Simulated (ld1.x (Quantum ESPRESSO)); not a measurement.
**antimony (Sb), TM: configuration errors across variants**

| Quantity | Value |
| --- | --- |
| Element | Sb (Z = 51) |
| Generator | ld1.x (Quantum ESPRESSO) 7.5 |
| Type | norm-conserving Troullier–Martins (Kleinman–Bylander form) |
| Functional | LDA (PZ) |
| Relativity | scalar-relativistic |
| Frozen core | [Kr] 4d10 |
| Valence charge | 5 |
| Reference configuration | 5s2 5p3 |
| Partial waves | 5s (bound): rc 1.90 bohr; 5p (bound): rc 1.60 bohr; 5d channel at 0.05 Ry: rc 1.95 bohr |
| Local potential | the d channel |
| Core correction | none |

All-electron excitation energies from the reference (eV): (1) 5s2 5p2 8.521; (2) 5s0 5p5 16.646; (3) 5s1 5p3 17.339; (4) 5s2 5p2.5 3.355; (5) 5s2 5p3.3 -1.207; (6) 5s2 5p3 spin -1.092; (7) 5s2 5p2 spin 7.930.

Spin tests fill each open shell by Hund’s rule, majority spin first.

Tests that are not counted but printed errors over 1 eV. “base”: 5s2 5p1 (solver errors, printed error -40.7 eV); 5s2 5p0 (solver errors, printed error -8.4 eV). “wave 5p (bound): rc 1.60 bohr becomes 5p (bound): rc 1.32 bohr”: 5s2 5p2 (spin-polarised) (solver errors, printed error -116 eV); 5s2 5p1 (solver errors, printed error -30.1 eV); 1 more. “wave 5p (bound): rc 1.60 bohr becomes 5p (bound): rc 1.48 bohr”: 5s2 5p1 (solver errors, printed error -39.1 eV); 5s2 5p0 (solver errors, printed error -12.5 eV). “wave 5p (bound): rc 1.60 bohr becomes 5p (bound): rc 1.64 bohr”: 5s2 5p1 (solver errors, printed error -40.2 eV); 5s2 5p0 (solver errors, printed error -15.9 eV). “wave 5p (bound): rc 1.60 bohr becomes 5p (bound): rc 1.78 bohr”: 5s2 5p1 (solver errors, printed error -20.1 eV); 5s2 5p0 (solver errors, printed error -16.8 eV).

2 further variants failed, have other tests or too few solved ones, and are left out.

A true bound ghost makes a file unfit for plane-wave use even where its test errors are small: the radial tests pick states by their node count and pass the ghost by. Where a test does run into it, the solver fails or the error is huge.

Errors AE − PS in meV (a dash: test not solved or not reliable):

| change | (1) | (2) | (3) | (4) | (5) | (6) | (7) | bound ghosts |
| --- | --- | --- | --- | --- | --- | --- | --- | --- |
| base | +3.9 | +115 | +25 | +0.4 | +0.5 | +192 | +132 | p, s |
| wave 5p (bound): rc 1.60 bohr becomes 5p (bound): rc 1.32 bohr | +6.9 | +251 | +46 | +0.9 | +0.5 | +385 | – | s, p |
| wave 5p (bound): rc 1.60 bohr becomes 5p (bound): rc 1.48 bohr | +4.9 | +176 | +33 | +0.5 | +0.4 | +234 | +164 | p, s |
| wave 5p (bound): rc 1.60 bohr becomes 5p (bound): rc 1.64 bohr | +3.7 | +98 | +23 | +0.3 | +0.4 | +186 | +127 | s, p |
| wave 5p (bound): rc 1.60 bohr becomes 5p (bound): rc 1.78 bohr | +3.5 | +62 | +20 | +0.3 | +0.5 | +179 | +122 | s, p |
| wave 5p (bound): rc 1.60 bohr becomes 5p (bound): rc 2.12 bohr | +4.0 | +41 | +16 | +0.3 | +0.5 | +184 | +126 | s, p |
| wave 5p (bound): rc 1.60 bohr becomes 5p (bound): rc 2.22 bohr | +4.0 | +40 | +15 | +0.3 | +0.5 | +185 | +126 | s, p |
| wave 5p (bound): rc 1.60 bohr becomes 5p (bound): rc 2.42 bohr | +3.9 | +42 | +16 | +0.3 | +0.5 | +183 | +125 | s, p |

Question: Give the same row for: wave 5p (bound): rc 1.60 bohr becomes 5p (bound): rc 1.92 bohr.

Answer: +3.7, +47, +17, +0.3, +0.5, +181, +124; bound ghosts: s, p. Not counted: 5s2 5p1 (solver errors, printed error -42.6 eV); 5s2 5p0 (solver errors, printed error -8.4 eV).
